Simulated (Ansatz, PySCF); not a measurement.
Ge(H)(OH)2(NH2) (GeH5NO2), SMILES [NH2][GeH]([OH])[OH].

Geometry: TPSSh-D3(BJ)/def2-SVP. The structure was generated by enumeration, and PubChem lists no compound with its InChIKey, so it may never have been made. One conformer was computed; it need not be the lowest.

Vertical ionisation energy (IE) and electron affinity (EA) in eV. Rows of orbital energies are one-electron estimates. Where ΔSCF, EOM or ADC give a negative EA the extra electron is unbound and the value depends on the basis.

| level | IE | EA |
|---|---|---|
| −ε(HOMO), −ε(LUMO), HF/def2-TZVP (PySCF) | 11.56 | -3.30 |
| −ε(HOMO), −ε(LUMO), PBE/def2-TZVP (PySCF) | 6.30 | 0.47 |
| ΔSCF, PBE0/def2-SVPD (Ansatz), final states of multiplicity 2 and 2 | 10.16 | -1.25 |
| ΔSCF, PBE/def2-SVPD (Ansatz), final states of multiplicity 2 and 2 | 9.72 | -1.04 |

Task: What vertical singlet–triplet gap does ΔSCF give with PBE0/def2-SVPD (Ansatz, an electronic-structure program) and with PBE/def2-SVPD (Ansatz)? (The exact figures need the calculation; the answer reports its results.)

Result: 6.32 and 5.84 eV (triplet above singlet where positive).
